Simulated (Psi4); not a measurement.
A dimer, N2 ··· HF (SMILES N#N and F); the first 2 atoms form monomer A.

```
4

N      0.5455     0.0000     0.0000
N     -0.5455     0.0000     0.0000
F     -1.6310    -1.9988     1.1444
H     -1.6065    -1.1469     0.7863
```

Task: What interaction energy does SAPT0/jun-cc-pVDZ, frozen core (Psi4) give, and which attractive term is the largest?

Result: Total 12.84 kJ/mol: electrostatics -15.36, exchange 55.67, induction -17.72, dispersion -9.75. The most attractive term is induction.
